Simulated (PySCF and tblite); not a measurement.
Results of a calculation; reference values are marked as such.
C5H10OS, numbered as in [CH3:1][C@@H:2]1[CH2:3][CH2:4][CH2:5][S@@:6]1=[O:7].

Geometries GFN2-xTB; weights from OPBE-D3(BJ)/6-311G** energies and GFN2-xTB thermal corrections, with symmetry numbers and mirror pairs. Conformers within 2.5 kcal/mol (GFN2-xTB free energy) were kept, 3 at most. Codes: tblite and PySCF.

The 5-ring runs over atoms 2–3–4–5–6.

```json
{"conformer": "1", "shape": "5-ring envelope (ring torsions -49, 49, -29, 2, 26°)", "symmetry": "C1", "E(GFN2) kcal/mol": "0.84"}
{"conformer": "2", "shape": "5-ring between envelope and twist (ring torsions 51, -34, 8, 20, -44°)", "symmetry": "C1", "E(GFN2) kcal/mol": "0.00"}
```

Problem. Which of these conformers is the most populated at 298.15 K, and with what share?

Solution. Conformer 2, about 69 %. The lead over the next is within the error of the method.

Problem. Give the DFT energies and free energies relative to the lowest, and all weights.

Solution. 
```csv
conformer,shape,E(DFT) kcal/mol,G(298.15 K) kcal/mol,weight %
1,"5-ring envelope (ring torsions -49, 49, -29, 2, 26°)",0.55,0.47,31.1
2,"5-ring between envelope and twist (ring torsions 51, -34, 8, 20, -44°)",0.00,0.00,68.9
```

Problem. How does its share change from 100 K to 600 K?

Solution. From 94 % to 59 %; the mixing entropy goes from 0.47 to 1.34 cal/(mol K).
